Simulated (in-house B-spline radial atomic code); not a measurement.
Ionising Ga5+ with different functionals

Computed with an all-electron radial atomic-structure program (B-spline basis): scalar-relativistic (spin-free X2C) Hamiltonian, Fermi nucleus of rms radius 3.9973 fm, spin-polarised at highest spin, spherical fractional occupations for the functionals, the average over the highest-spin determinants for Hartree-Fock. The ionisation energy is the difference of two self-consistent energies, [Ar] 3d8 → [Ar] 3d7, without Breit or QED terms; ε is the level of the shell that loses the electron (its least bound occupied spin orbital). There is no spin-orbit coupling in this Hamiltonian.

Hybrids are left out here: with spherical fractional occupations of an open shell their exact exchange keeps a self-interaction that integer-occupation calculations don't have.

```tsv
method	rung	ΔSCF (eV)	-ε(3d) (eV)
Hartree-Fock	Hartree-Fock	110.56	113.90
LDA VWN5	LDA	113.53	100.26
LDA PW92	LDA	113.52	100.25
LDA exchange-only	LDA	111.24	98.06
PBE	GGA	113.12	99.86
PBEsol	GGA	113.08	99.82
BLYP	GGA	113.05	99.79
RPBE	GGA	113.01	99.75
PW91	GGA	113.30	100.02
BP86	GGA	?	?
AM05	GGA	113.13	99.87
OLYP	GGA	113.45	100.19
TPSS	meta-GGA	?	?
SCAN	meta-GGA	112.85	99.78
r2SCAN	meta-GGA	112.93	99.85
revTPSS	meta-GGA	112.73	99.52
```

(1) What does BP86 give?

(2) What does TPSS give?

(3) How do they compare with the NIST value?

Results:

(1) ΔSCF 113.23 eV, and -ε(3d) = 99.95 eV.

(2) ΔSCF 112.93 eV, and -ε(3d) = 99.69 eV.

(3) NIST lists 113 eV ± 1.1 (tabulated theory, ground level to ground level). Errors run from -2.14 to +0.83 eV; all lie within about twice that uncertainty, so the table can't rank the methods. Hartree-Fock also lacks correlation.
